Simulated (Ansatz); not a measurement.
Reaction (isomerisation): `[SiH3][SiH2][GeH2][SiH2][SiH3]` → `[SiH3][SiH2][SiH2][SiH2][GeH3]`

Gas-phase electronic energies from Ansatz, PBE0-D4/def2-TZVP geometries. CCSD(T)/CBS is the MP2 limit (def2-TZVPP, def2-QZVPP) plus CCSD(T) − MP2 in def2-TZVPP, frozen cores. Functionals use def2-TZVPP. For Ge outer-core shells are correlated without core-valence functions, which leaves a few kJ/mol of doubt a bond. Scalar relativity is left out up to krypton. Each species was taken in one conformer, which may not be the lowest.

`[SiH3][SiH2][GeH2][SiH2][SiH3]`:

Cartesian coordinates in Å:
```
Si 1.339 -0.811 2.159
Si 0.829 -1.823 0.116
Ge -1.367 -1.186 -0.552
Si -1.563 1.184 -0.412
Si 0.235 2.178 -1.525
H 0.348 -1.227 3.188
H 2.702 -1.180 2.629
H 1.269 0.668 2.010
H 0.935 -3.305 0.230
H 1.795 -1.364 -0.921
H -1.639 -1.647 -1.997
H -2.405 -1.860 0.365
H -1.538 1.579 1.024
H -2.853 1.641 -1.000
H 1.510 1.731 -0.901
H 0.166 3.662 -1.461
H 0.238 1.759 -2.952
```

`[SiH3][SiH2][SiH2][SiH2][GeH3]`:

Z-matrix (Å, degrees):
```
Si
Si 1 2.338
H 1 1.488 2 109.5
H 1 1.488 2 111.4 3 120.3
H 1 1.488 2 109.9 3 -119.0
Si 2 2.339 1 109.5 3 60.7
H 2 1.490 1 109.2 3 -58.2
H 2 1.490 1 110.2 3 -177.0
Si 6 2.337 2 108.4 1 -50.5
H 6 1.490 2 110.4 1 -170.5
H 6 1.490 2 109.7 1 70.1
Ge 9 2.380 6 109.7 2 -50.5
H 9 1.489 6 111.2 2 -172.0
H 9 1.490 6 109.1 2 68.7
H 12 1.538 9 110.3 6 -57.3
H 12 1.538 9 111.4 6 -177.9
H 12 1.538 9 110.0 6 61.9
```

Q: Is it downhill or uphill in electronic energy at CCSD(T)/CBS, and by how much? (Estimate.)

A: Computed: Uphill: ΔE = +14.8 kJ/mol.

Q: What do these levels give: revPBE-D4, r2SCAN-D4, B97M-V, r2SCANh-D4, BHLYP-D4, CAM-B3LYP-D4, r2SCANh, r2SCAN0, CAM-B3LYP, LC-ωPBE, CCSD(T)/def2-SVP, CCSD/CBS(def2)? (Estimate.)

A: Ansatz gave: revPBE-D4 9.1, r2SCAN-D4 11.8, B97M-V 4.7, r2SCANh-D4 12.1, BHLYP-D4 15.0, CAM-B3LYP-D4 13.7, r2SCANh 12.2, r2SCAN0 12.7, CAM-B3LYP 14.3, LC-ωPBE 10.5, CCSD(T)/def2-SVP 11.6, CCSD/CBS(def2) 15.4 kJ/mol.

Largest T1 diagnostic among the species: 0.013.

At CCSD(T), def2-SVP lies −3.2 kJ/mol from the extrapolated value and def2-TZVPP −0.4 kJ/mol. Leaving LDA and LC-ωPBE aside and taking each functional with its dispersion term where it has one, the values, not all of them listed here, spread over 10.7 kJ/mol, from B97M-V to B2PLYP.
